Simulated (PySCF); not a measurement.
C₆ coefficients of unlike pairs at PBE0

Calculated with PySCF 2.14 from the dipole response of each species, C₆(A,B) = (3/π) ∫ α_A(iu) α_B(iu) du, in atomic units, from isotropic polarisabilities. For ions this is the dispersion term alone; charge-induced terms of lower order in 1/R come first.

```json
{"species": "Pb", "configuration": "[Xe] 4f14 5d10 6s2 6p2 (3P)", "basis": "aug-cc-pwCVTZ-DK3 (11s10p8d5f1g)", "relativity": "spin-free X2C", "α (bohr³)": "64.71", "C₆ (like pair)": "754.6"}
{"species": "Cr⁺", "configuration": "[Ar] 3d5 (6S)", "basis": "aug-cc-pVTZ (8s7p5d3f2g)", "relativity": "none", "α (bohr³)": "11.95", "C₆ (like pair)": "44.20"}
{"species": "Se", "configuration": "[Ar] 3d10 4s2 4p4 (3P)", "basis": "aug-cc-pVTZ-PP with one added diffuse shell each of s, d, f type with ECP10MDF (7s5p5d3f)", "relativity": "core potential", "α (bohr³)": "26.75", "C₆ (like pair)": "221.6"}
{"species": "Re²⁺", "configuration": "[Xe] 4f14 5d5 (6S)", "basis": "def2-QZVPPD with the def2 core potential (60 electrons) (7s6p4d4f2g)", "relativity": "core potential", "α (bohr³)": "11.92", "C₆ (like pair)": "73.92"}
```

(1) Estimate C₆ for Se with Pb.

No spin-orbit coupling is included, so Pb, close to jj coupling, stand for model states.

The other pairs:

```json
{"pair": "Re²⁺, Se", "C₆": "122.8"}
{"pair": "Re²⁺, Pb", "C₆": "215.0"}
{"pair": "Cr⁺, Pb", "C₆": "175.9"}
{"pair": "Se, Cr⁺", "C₆": "97.38"}
{"pair": "Re²⁺, Cr⁺", "C₆": "56.44"}
```

Results:

(1) The integral gives 400.2. The combination rule 2 C_A C_B / (C_A α_B/α_A + C_B α_A/α_B) gives 394.4 and the geometric mean 409.0.
